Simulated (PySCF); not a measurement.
# Telling isomers of C7H4F4 apart by NMR

- geometry from GFN2-xTB
- NMR shieldings at PBE0/pcSseg-1/GIAO
- run in PySCF 2.14.0 with density-fitted response routines
- a single conformation, no relativistic terms, no solvent model, one averaged value for each set of equivalent atoms

Chemical shifts δ = σref − σ; ¹H and ¹³C against TMS, all at this level. Splittings of carbon signals by F and P are missing where no couplings were computed. Where no couplings were computed, multiplicities follow the n + 1 count of equivalent neighbours, and m marks all less simple cases (inequivalent or close neighbours, rings, F or P nearby). Shifts are as computed. Against solution values, carbons near 30 ppm lie about +3 ppm off and those near 130 ppm about +5 ppm. Of 1211 compounds with measured shifts, 218 miss one by over three times the rms of a fit or turn the order of signals round; such compounds aren't used in these exercises.

(1) Tabulate the signals of `FCCC#CC#CC(F)(F)F`, `Fc1ccccc1C(F)(F)F` and their relative energies.

(2) What is the quickest way to tell FCCC#CC#CC(F)(F)F from Fc1ccccc1C(F)(F)F?

Answers

(1) 
```tsv
SMILES	carbon types	δC	δH	E rel. (kcal/mol)
FCCC#CC#CC(F)(F)F	5×C 2×CH2	123.7, 92.2, 85.7, 80.3, 72.5, 65.9, 25.1	4.91 (m, 2H), 2.75 (m, 2H)	90.3
Fc1ccccc1C(F)(F)F	3×C 4×CH	170.9, 139.5, 133.5, 132.3, 128.7, 125.8, 123.0	8.02 (m, 1H), 7.86 (m, 1H), 7.53 (m, 1H), 7.52 (m, 1H)	0.0
```

Energies are electronic energies at PBE0/pcSseg-1 on these geometries, without zero-point or thermal terms, each for the one conformer computed, which needn't be the lowest.

(2) Both give the same number of carbon signals, but DEPT or the intensities differ. The first has an sp3 CH2 bonded to F at 85.7 ppm, the second an aromatic CH at 139.5 ppm. Their most deshielded carbons lie at 123.7 and 170.9 ppm. In the proton spectra the most deshielded non-exchanging signals are 4.91 (m, 2H) and 8.02 (m, 1H).
